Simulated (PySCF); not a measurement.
Where the electron goes

Species: C6H11O2P.
Z-matrix (Å and degrees, PBE0-D3(BJ)/def2-SVP geometry), rows numbered from 1:
```
O 
P   1  1.4947
O   2  1.6371  1  112.57
C   2  1.7931  1  112.23  3  -118.95
C   4  1.5080  2  117.06  1   -40.33
C   5  1.4904  4   60.32  2   106.67
C   2  1.8011  1  116.53  3   117.80
C   7  1.5064  2  117.61  1   -30.34
C   8  1.4901  7   60.34  2  -111.56
H   3  0.9665  2  108.39  1   -26.04
H   4  1.0949  2  115.63  1   173.25
H   5  1.0938  4  117.18  6  -107.14
H   5  1.0929  4  117.26  6   109.41
H   6  1.0935  4  116.58  5   107.22
H   6  1.0926  4  117.28  5  -109.55
H   7  1.0949  2  113.34  1   111.92
H   8  1.0929  7  117.21  9  -109.55
H   8  1.0938  7  116.45  9   109.52
H   9  1.0930  7  117.04  8   109.33
H   9  1.0927  7  116.72  8  -109.14
```

Level of theory: PySCF, TDDFT CAM-B3LYP/def2-SVPD, vertical, gas phase, core orbitals frozen in the response.

Kohn–Sham orbitals with the atoms that hold most of them (Löwdin shares over 4%, at most four atoms; ? is withheld):

| orbital | ε (eV) | atoms |
| --- | --- | --- |
| LUMO+2 | 1.70 | H19 12%, C6 11%, C9 11%, H15 7% |
| LUMO+1 | 1.40 | H16 13%, C5 13%, H13 12%, O3 9% |
| LUMO | ? | ? |
| HOMO | -9.20 | O1 55%, P2 12%, C7 10%, C4 8% |
| HOMO-1 | -9.54 | ? |
| HOMO-2 | -9.97 | C8 17%, C6 14%, O1 14%, C7 12% |
| HOMO-3 | -10.15 | C4 25%, C5 20%, O3 10%, C6 10% |

Give the leading atoms of the HOMO-1.

O1 (bonded to P) 64%; O3 (bonded to P and H) 9%; P2 (bonded to 2 C and 2 O) 9%; C4 (bonded to 2 C, P and H) 5%. By element: oxygen 73%, phosphorus 9%, carbon 5% or more.

Which atoms hold the LUMO, and with what shares?

O3 (bonded to P and H) 26%; H10 (bonded to O) 13%; C9 (bonded to 2 C and 2 H) 7%; O1 (bonded to P) 7%. By element: oxygen 33%, hydrogen 13% or more, carbon 7% or more.

What is the LUMO energy, and the HOMO–LUMO gap?

ε(LUMO) = 1.10 eV; the gap is 10.30 eV (0.3786 hartree).

How does S1 compare with the orbital gap of 10.30 eV?

S1 is at 7.38 eV (f = 0.017), 2.92 eV below the gap, made of HOMO→LUMO (84%). Without the coupling terms of the response equations the lowest excitation would equal the gap.

Next come S2 at 7.67 eV (f 0.038), HOMO-1→LUMO (70%); S3 at 7.71 eV (f 0.025), HOMO→LUMO+2 (26%), HOMO→LUMO+1 (26%), HOMO→LUMO+7 (14%); S4 at 8.07 eV (f 0.029), HOMO→LUMO+1 (44%), HOMO→LUMO+2 (24%); S5 at 8.15 eV (f 0.012), HOMO-2→LUMO (40%), HOMO-3→LUMO (11%).

One conformer stands for the species.
